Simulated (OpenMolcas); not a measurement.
# Br VI: CASPT2 settings compared

```
Program             : OpenMolcas
Basis               : ANO-R2 [6s5p4d2f1g]
Scalar Hamiltonian  : X2C, finite nucleus
Active space        : 2 electrons in 4 orbitals (4s 4p)
State averaging     : 2S+1 = 3 even, 3 roots; 2S+1 = 1 even, 7 roots (6 in the spin-orbit step); 2S+1 = 3 odd, 3 roots; 2S+1 = 1 odd, 3 roots
Spin-orbit coupling : state interaction with AMFI integrals over the reference wave functions, term energies averaged over their components
```

Methods on the same reference wave functions:
A. CASSCF
B. SS-CASPT2, IPEA 0.3 Eh, imaginary shift 0.05 Eh (closed shells correlated: none)
C. SS-CASPT2, IPEA 0.15 Eh, no level shift (closed shells correlated: 3s 3p 3d)
D. XMS-CASPT2, IPEA 0.3 Eh, imaginary shift 0.2 Eh (closed shells correlated: 3d)

Energies in cm⁻¹ above 4s² ¹S₀, the measured ground level; measured values from Moore, Atomic Energy Levels, vol. II, NSRDS-NBS 35 (1971 reprint of NBS Circular 467, 1952).

```json
{"Level": "4s² ¹S₀", "A": "0.0", "B": "0.0", "C": "0.0", "D": "0.0", "Measured": "0.0"}
{"Level": "4s 4p ³P°₀", "A": "100492", "B": "100430", "C": "102400", "D": "102740", "Measured": "104316"}
{"Level": "4s 4p ³P°₁", "A": "102489", "B": "102400", "C": "104350", "D": "104700", "Measured": "106431"}
{"Level": "4s 4p ³P°₂", "A": "106905", "B": "106840", "C": "108810", "D": "109160", "Measured": "111336"}
{"Level": "4s 4p ¹P°₁", "A": "160699", "B": "152870", "C": "149690", "D": "150000", "Measured": "151274"}
```

Deviations, from unrounded energies. A percentage is the sum of absolute deviations over the sum of measured energies, with the sign that they share, or ± where signs differ.

| Against measurement | Levels | A | B | C | D |
| --- | --- | --- | --- | --- | --- |
| mean absolute deviation (cm-1) | 4 | 5400 | 3500 | 2000 | 1700 |
| other configurations (%) | 4 | ±4.6 | ±3.0 | -1.7 | -1.4 |

D lies closest to measurement on these levels and A furthest from it. The largest miss of D in the table is 4s 4p ³P°₂, by -2200 cm-1. The ranking rests on the paired levels alone, and a cruder setting can come out closer through cancelling errors.

Among B to D the level of the table that moves most is 4s 4p ¹P°₁, by 3200 cm-1 (lowest in C, highest in B). Moves below CASPT2's spread within the term are not significant.

The lowest spin-free term lies below A's lowest term by 0.005 hartree in B, 0.587 hartree in C, 0.403 hartree in D.

Term energies are means over components that CASPT2 splits; among the terms shown or strongly mixed into the levels shown the widest spread is 11 cm-1 (4s 4p ¹P°, D). Over all roots computed the reference weight is 0.94 to 1.00 in B, 0.91 to 0.97 in C, 0.87 to 0.98 in D; the roots of lowest weight are the least certain, and an intruder state may touch them. Some high roots are left out of the spin-orbit mixing, which shifts the levels that they would mix with. Computed and measured levels are paired by configuration, term and J; levels that our copy of the source lacks, or whose pairing is in doubt (as where it misses far off the trend of its configuration), stay unpaired and out of the deviations. Only configurations of the active space appear. The table leaves out levels that lie high or whose names do not pair safely across all columns.

° marks odd parity.
